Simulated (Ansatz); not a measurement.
Geometry optimisation, DFT PBE-D3(BJ), scalar-relativistic, plane waves, PAW (Ansatz 0.2.0).

Input file:

```yaml
crystal:
  lattice:
    - [0.0, 5.43, 5.43]
    - [5.43, 0.0, 5.43]
    - [5.43, 5.43, 0.0]
  atoms:
    - { symbol: Si, position: [0.0, 0.0, 0.0] }
    - { symbol: Si, position: [0.125, 0.125, 0.125] }
    - { symbol: Si, position: [0.0, 0.0, 0.5] }
    - { symbol: Si, position: [0.125, 0.125, 0.625] }
    - { symbol: Si, position: [0.0, 0.5, 0.0] }
    - { symbol: Si, position: [0.125, 0.625, 0.125] }
    - { symbol: Si, position: [0.0, 0.5, 0.5] }
    - { symbol: Si, position: [0.125, 0.625, 0.625] }
    - { symbol: Si, position: [0.5, 0.0, 0.0] }
    - { symbol: Si, position: [0.625, 0.125, 0.125] }
    - { symbol: Si, position: [0.5, 0.0, 0.5] }
    - { symbol: Si, position: [0.625, 0.125, 0.625] }
    - { symbol: Si, position: [0.5, 0.5, 0.0] }
    - { symbol: Si, position: [0.625, 0.625, 0.125] }
    - { symbol: Si, position: [0.5, 0.5, 0.5] }
    - { symbol: Si, position: [0.625, 0.625, 0.625] }
    - { symbol: Ge, position: [0.8170555, 0.3193065, 0.0487933] }
basis:
  ecutwfc: 420.0
kpoints:
  mp_grid: { grid: [2, 2, 2] }
hamiltonian:
  xc: pbe
  dispersion: d3bj
  pseudopotentials: { kind: paw, azcp: { folder: soft_1 } }
scf:
  occupations: { method: gaussian, width: 0.02 }
  lower_state_search: "off"
relax:
  f_tol: 0.03
  max_steps: 60
  adjacent_minimum: "off"
```

Run as:

```bash
$ ansatz run input.yaml --threads 1 --pin off --max-ram 3072MiB --backend cpu --events-out ev --progress --plain --runs-dir out
```

**Question.** Where does it end, and by what steps?

**Answer.** It converged. Limits of this set-up: coarse k mesh, a small cell, in which the defect meets its images. After 5 steps the energy has fallen by 1.562 eV; Si7 moved furthest, 0.45 Å.

```
step  energy less start (eV)  largest force component (eV/Å)  accepted
   0                  0.0000                           3.059       yes
   1                 -1.1649                           1.241       yes
   2                 -1.5207                           0.172       yes
   3                 -1.5419                           0.194       yes
   4                 -1.5605                           0.064       yes
   5                 -1.5617                           0.028       yes
```

```xyz
17
Lattice="0.0000 5.4300 5.4300 5.4300 0.0000 5.4300 5.4300 5.4300 0.0000" Properties=species:S:1:pos:R:3
Si -0.135 0.118 -0.118
Si 1.237 1.483 1.480
Si 2.629 2.735 0.087
Si 4.043 4.154 1.276
Si 2.834 0.118 2.854
Si 4.318 1.603 3.828
Si 5.690 2.975 2.455
Si 6.869 4.153 4.103
Si -0.244 2.470 2.961
Si 1.236 3.951 3.949
Si 2.629 5.343 2.696
Si 3.814 6.529 4.331
Si 2.834 2.578 5.312
Si 4.200 3.951 6.909
Si 5.451 5.344 5.517
Si 6.870 6.758 6.707
Ge 2.025 4.738 6.124
```

The run took 28 s on 1 thread of Arm Neoverse V2 (shared host), peak memory 0.54 GiB.
